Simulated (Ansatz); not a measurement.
Total energies of SbBr₃ from Ansatz at PBE-D4/def2-TZVPD, gas phase (1 Eh = 27.2114 eV = 2625.5 kJ/mol). The reference geometry is relaxed at r2SCAN-D4/def2-SVP.

```csv
state,geometry,energy (Eh)
charge 0 singlet,reference,-7961.71293
charge -1 doublet,reference,-7961.74741
free Sb atom (quartet),–,-240.20752
free Br atom (doublet),–,-2573.72119
```

In the def2 sets Sb takes a core potential; there is no spin–orbit coupling.

Work out the vertical electron affinity, to the doublet.

E(charge 0 singlet) − E(charge -1 doublet) = -7961.71293 − (-7961.74741) = 0.03448 Eh = 0.94 eV.

What is the binding energy per atom against free atoms?

Atoms: 1 × (-240.20752) + 3 × (-2573.72119) = -7961.37109 Eh. Binding: -7961.37109 − (-7961.71293) = 0.34184 Eh = 9.30 eV, or 2.33 eV for each of 4 atoms (no zero-point energy, no counterpoise term).

At PBE-D4/def2-TZVPD the highest occupied level of the charge -1 doublet lies above zero (up to 1.23 eV). By energy differences its removal costs 0.94 eV (vertical, to the charge 0 singlet, at PBE-D4/def2-TZVPD); a positive level beside a positive removal energy at the same level points to self-interaction error.
